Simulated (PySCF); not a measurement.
H₆Se, SMILES [SeH6].

Geometry: B3LYP-D3(BJ)/def2-TZVP.

Two levels are set side by side: PBE/def2-TZVPD (PySCF) and M06-2X/def2-TZVPD (PySCF). Same geometry, gas phase. Differences are taken from unrounded values.

| quantity | M06-2X | PBE | PBE minus M06-2X |
|---|---|---|---|
| orbital gap (eV) | 6.96 | 3.22 | -3.74 |
| highest occupied level (eV) | -7.91 | -5.81 | 2.10 |
| lowest empty level (eV) | -0.95 | -2.59 | -1.64 |
| mean polarisability (bohr³) | 47.7 | 49.7 | 2.0 |

PBE's occupied levels lie high since its potential decays too fast outside the molecule; exact exchange lowers them and widens the gap. Loosely held outer electrons make PBE densities more polarisable. Differences between two approximate levels are no errors against the true value.

Rough cost on one machine, each run with all the roots and properties that it gave: M06-2X against PBE about 2 times.
